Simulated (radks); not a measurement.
Problem. Species: Sb4+. Configuration: [Kr] 4d10 5s1. All-electron calculation, scalar-relativistic Kohn-Sham, BLYP, spin-polarised, spherical densities, point nucleus; open shells are filled with parallel spins first (spin-orbit coupling, left out, can overturn this in heavy ions). Program: a radial shooting solver on a logarithmic mesh with Libxc functionals. Some entries of the table are withheld. Estimate them.

orbital,occ.,eigenvalue (hartree),<1/r> (bohr^-1),r(max) (bohr)
1s up,1,-1115.495,54.33,0.01835
1s down,1,-1115.493,54.33,0.01835
2s up,1,-171.0901,12.41,0.1037
2s down,1,-171.0890,12.41,0.1037
2p up,3,-153.7709,11.92,0.08303
2p down,3,-153.7697,11.92,0.08303
3s up,1,-34.80437,4.422,0.2999
3s down,1,-34.80246,4.422,0.2999
3p up,3,-29.15978,4.209,0.2934
3p down,3,-29.15782,4.209,0.2934
3d up,5,-20.54283,3.977,0.2442
3d down,5,-20.54106,3.977,0.2442
4s up,1,-7.03527,1.761,(1)
4s down,1,-7.03098,1.762,(2)
4p up,3,-5.30447,1.604,(3)
4p down,3,-5.29919,1.606,(4)
4d up,5,-2.78533,(5),0.8445
4d down,5,-2.77483,(6),0.8438
5s up,1,-1.85532,0.6669,1.776
5s down,0,-1.81897,0.6651,1.774

Solution. 
(1) 4s up r(max) (bohr): 0.7221
(2) 4s down r(max) (bohr): 0.7222
(3) 4p up r(max) (bohr): 0.7616
(4) 4p down r(max) (bohr): 0.7616
(5) 4d up <1/r> (bohr^-1): 1.308
(6) 4d down <1/r> (bohr^-1): 1.313
